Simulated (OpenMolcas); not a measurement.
Ni2+, Pd2+, Pt2+: d⁸ down the group

- Program: OpenMolcas
- Method: MS-RASPT2, IPEA 0.25 Eh, imaginary shift 0.1 Eh
- Basis: ANO-RCC-VTZP
- Scalar Hamiltonian: DKH2, point nucleus
- Spin-orbit coupling: RASSI with atomic mean-field integrals over the reference wave functions, term energies averaged over their components

Active space for each ion: 8 electrons in 9 orbitals (RAS2 d s; RAS3 p, at most 2 electrons); closed shells correlated by CASPT2: Ni2+ 3s 3p; Pd2+ 4s 4p; Pt2+ 5s 5p.

Computed levels in cm-1 above ³F₄:

| Level | Ni2+ | Pd2+ | Pt2+ |
| --- | --- | --- | --- |
| ³F₃ | 1450 | 3320 | 10520 |
| ³P₁ | 16880 | 13550 | 17140 |
| ³P₀ | 17150 | 13800 | 15480 |
| ¹G₄ | 22750 | 18220 | 22140 |
| ¹S₀ | 51520 | 41760 | 45570 |
| weight of ³F in the lowest level (%) | 100 | 99 | 95 |

Mixed levels, with the weight of the term that names them: Pt2+ ¹S₀ (53 %).

Measured, with the error of the calculation in %. Measured levels: Ni2+ from Corliss and Sugar, J. Phys. Chem. Ref. Data 10, 197 (1981); Pd2+ from Moore, Atomic Energy Levels, vol. III, NSRDS-NBS 35 (1971 reprint of NBS Circular 467, 1958); Pt2+ from NIST levels as listed in McCann et al., Mon. Not. R. Astron. Soc. 538, 537 (2025).

```csv
Level,Ni2+,Pd2+,Pt2+
³F₃,1361 (+6.6),3230 (+2.9),9752 (+7.9)
³P₁,16978 (-0.6),13470 (+0.6),16782 (+2.1)
³P₀,17231 (-0.5),13699 (+0.7),14939 (+3.6)
¹G₄,23109 (-1.5),17880 (+1.9),21331 (+3.8)
¹S₀,52532 (-1.9),,
```

The fine-structure level ³F₃ changes by a factor of 7.26 from Ni2+ to Pt2+.

Without spin-orbit coupling ³P lies 15430, 10230, 7080 cm-1 above ³F in that order; the difference to the level ³P₁, of either sign, comes from spin-orbit coupling, which also lowers the zero.

CASPT2 breaks the degeneracy within a term, and the mean is taken; among the terms shown or strongly mixed into the levels shown the widest spread is 2600 cm-1 (3d⁸ ³F, Ni2+). Some high roots are left out of the spin-orbit mixing, which shifts the levels that they would mix with. Terms from blocks run as CI alone lack orbitals of their own. Blocks of more than 70 roots (2S+1 = 3 even) ran without multistate coupling (holds for Pt2+). Computed and measured levels are paired by configuration, term and J; levels that our copy of the source lacks, or whose pairing is in doubt (as where it misses far off the trend of its configuration), stay unpaired and out of the deviations. Levels of configurations outside the active space are missing.
